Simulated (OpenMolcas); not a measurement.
## Pt4+ in a point-charge field

Pt4+ among 6 point charges of -1.7 e arranged as a tetragonal octahedron (D4h), 1.79 Å from the ion, with the axial distance 1.987 Å.
```
   1.7900    0.0000    0.0000  -1.70
   0.0000    1.7900    0.0000  -1.70
  -1.7900    0.0000    0.0000  -1.70
   0.0000   -1.7900    0.0000  -1.70
   0.0000    0.0000    1.9869  -1.70
   0.0000    0.0000   -1.9869  -1.70
```

| Quantity | Value |
| --- | --- |
| Program | OpenMolcas |
| Method | CASSCF |
| Basis | ANO-RCC-VDZP [7s6p4d2f] |
| Scalar Hamiltonian | DKH2, point nucleus |
| Active space | 6 electrons in 5 orbitals (5d) |
| State averaging | 2S+1 = 5 even, 5 roots; 2S+1 = 3 even, 45 roots; 2S+1 = 1 even, 50 roots |
| Spin-orbit coupling | state interaction with AMFI integrals over the reference wave functions |

The lowest spin-free states (labels of D4, the rotations of D4h), above the lowest:

```csv
State,Degeneracy,E (cm-1),Free-ion L (%)
5E,2,0.0,D (100)
5B2,1,3224,D (100)
5A1,1,9261,D (100)
3E,2,9827,H (47)
1A1,1,11202,G (52)
3B2,1,11409,G (39)
3A2,1,13210,H (49)
5B1,1,16892,D (100)
3E,2,18115,H (67)
3A2,1,18527,H (54)
1E,2,19061,I (58)
3E,2,20162,H (58)
1A2,1,21582,I (63)
3B1,1,21642,G (48)
3E,2,21897,G (49)
3B2,1,24498,H (61)
1B2,1,24585,I (37)
3E,2,25084,G (39)
3A2,1,25223,P (37)
3A1,1,25657,H (64)
```

The lowest levels with spin-orbit coupling:

```tsv
E (cm-1)	Degeneracy	Label	2S+1	g
0.0	1	B1	5 (63 %)	
144.4	1	A1	5 (54 %)	
799.1	2	E	5 (66 %)	0.00 0.00 0.88
1261	1	B2	5 (78 %)	
2176	2	E	5 (87 %)	0.00 0.00 7.22
3784	1	A1	5 (66 %)	
4994	1	A2	5 (73 %)	
6503	2	E	5 (66 %)	0.00 0.00 3.75
7217	1	B2	5 (52 %)	
7620	1	A2	5 (87 %)	
9544	2	E	5 (86 %)	0.00 0.00 3.71
12646	1	A1	5 (43 %)	
12650	1	B1	3 (50 %)	
13265	1	A1	5 (51 %)	
13876	2	E	5 (45 %)	0.00 0.00 1.21
14110	1	B2	5 (78 %)	
15551	1	B1	3 (53 %)	
16369	2	E	5 (51 %)	0.00 0.00 1.63
17745	1	A2	3 (59 %)	
18145	1	A1	3 (65 %)
```

Powder χT (cm3 K/mol): 0.0127 at 2 K, 0.0637 at 10 K, 0.319 at 50 K, 0.644 at 100 K, 1.3 at 200 K, 1.88 at 300 K. The effective moment at 300 K is 2.828 √(χT) = 3.88 μB.

Spin-orbit coupling mixes the spin-free states strongly: the lowest level takes only 58 % from its leading state, 5E. An orbital doublet at a regular site is open to a Jahn-Teller distortion, which this geometry leaves out. Without dynamic correlation the repulsion within the d shell is too large (B by tens of per cent), so at a given field states of lower spin stand too high. This shell can be high or low spin here, a state of another spin lies low, and with metal d orbitals alone active their balance is uncertain, so the ground spin may be wrong. Point charges give a weaker field than real ligands, and real ions of this kind are as a rule low spin; the high spin found here belongs to the model. Point charges carry no covalency, so the field is a model and not that of real ligands. No measured value stands beside these numbers.

With an even number of electrons the g values are those of a degenerate or nearly degenerate non-Kramers pair.
